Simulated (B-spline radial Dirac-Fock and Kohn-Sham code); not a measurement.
# L1 edges in EELS at 300 kV and 5 mrad, F to Kr

Model: the first Born approximation with generalised oscillator strengths from a Dirac-Hartree-Slater potential (longitudinal and transverse terms; continuum final states only, so no white lines or fine structure). Program: a B-spline atomic structure program. Partial cross sections in barn for windows above the edge. Edges are tabulated values, any marked * orbital energies of the model.

```
 Z  element  edge (eV)  Δ = 50 eV  Δ = 100 eV  Δ = 200 eV
 9        F     34.84*      17800       24000       27300
15        P      189.0       2000        3230        4510
16        S      230.9       1400        2320        3340
17       Cl      270.0       1010        1710        2530
18       Ar      326.3        725        1250        1900
19        K      378.6        524         905        1400
20       Ca      438.4        374         656        1030
21       Sc      498.0        280         497         798
22       Ti      560.9        213         382         623
24       Cr      696.0        129         235         394
26       Fe      844.6       78.4         145         247
28       Ni     1008.6       49.4        92.1         160
29       Cu     1096.7       39.5        74.1         131
31       Ga     1299.0       24.8        46.8        83.4
32       Ge     1414.6       19.3        36.7        65.9
34       Se     1652.0       11.9        22.9        41.7
35       Br     1782.0       9.38        18.1        33.2
36       Kr     1921.0       7.39        14.3        26.5
```

Values without a named source are computed, but for edge energies of neutral atoms, which are taken from tables.
